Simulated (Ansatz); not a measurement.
Cost and result for the atomization energy of CH$_{5}$IOSi, SMILES `[SiH3]OCI` (9 atoms, 8 bonds).

```tsv
atom	x (Å)	y (Å)	z (Å)
Si1	-0.6577	1.0887	0.5005
O2	0.1063	0.3199	-0.7612
C3	0.4901	-0.9888	-0.7531
I4	2.1139	-1.4180	0.6535
H5	0.3210	1.5390	1.5174
H6	-1.3432	2.2464	-0.1142
H7	-1.6340	0.1517	1.1173
H8	-0.2996	-1.6739	-0.4406
H9	0.9031	-1.2649	-1.7196
```

The species carries charge 0 and has multiplicity 1. Correlated methods include outer-core shells of I, which these sets cover unevenly. I: def2 effective core potential. All single points use the PBE0-D4/def2-TZVP geometry. It is one conformer, not always the lowest. Program: Ansatz. All runs use 4 threads of an Arm Neoverse V1 on a shared host. Times are those of one run each, without the atoms' runs, and a repeat can differ threefold. Electronic energies, without spin–orbit coupling; frozen cores. CCSD(T)/CBS adds CCSD(T) − MP2 in def2-TZVPP to the MP2 limit, and its time is that of the two runs behind it. T1 = 0.011. With those shells the extrapolation isn't a true limit. B3LYP takes the VWN-RPA correlation (the form of Gaussian; ORCA's B3LYP/G).

CCSD(T)/CBS is a level of theory with its own doubt, some kJ/mol a heavy atom from the limit and from the frozen cores, so smaller differences don't rank the functionals.

```csv
level,functions,wall time,atomization (kJ/mol),difference from CCSD(T)/CBS,per bond
PBE-D4/def2-TZVPP (with forces),224,2.2 s,2965.2,16.0,2.0
PBE0-D4/def2-TZVPP,224,2.7 s,2913.6,-35.6,-4.4
B3LYP-D4/def2-TZVPP (with forces),224,3.9 s,2928.0,-21.2,-2.6
r2SCAN-D4/def2-TZVPP (with forces),224,4.4 s,2936.3,-12.9,-1.6
B2PLYP/def2-TZVPP,224,4.9 s,2895.1,-54.1,-6.8
ωB97X-V/def2-TZVPP,224,7 s,2939.3,-9.9,-1.2
ωB97M-V/def2-TZVPP (with forces),224,10 s,2928.7,-20.5,-2.6
MP2/def2-QZVPP,416,16 s,2955.6,6.4,0.8
CCSD(T)/def2-TZVPP,224,2.3 min,2860.2,-89.0,-11.1
CCSD(T)/CBS(def2),–,2.6 min,2949.2,0.0,0.0
```

In def2-TZVPP, CCSD(T) changes the Hartree–Fock value by +754.3 kJ/mol (the triples alone add +46.0 kJ/mol) and MP2 by +796.7 kJ/mol; breaking electron pairs costs correlation energy, which Hartree–Fock lacks. The D4 term adds +33.6 kJ/mol with B3LYP and +17.5 kJ/mol with PBE0; it sums over pairs of atoms, weighted by their polarisabilities, and B3LYP, whose exchange is more repulsive, gets the larger term. From PBE to PBE0 (25 % exact exchange), in def2-TZVPP and without D4, the atomization energy moves by −48.5 kJ/mol: exact exchange takes away binding that semilocal exchange gives to molecules.

Spin–orbit coupling would lower the free I atoms strongly, and the atomization energy with them, by more than many differences here.
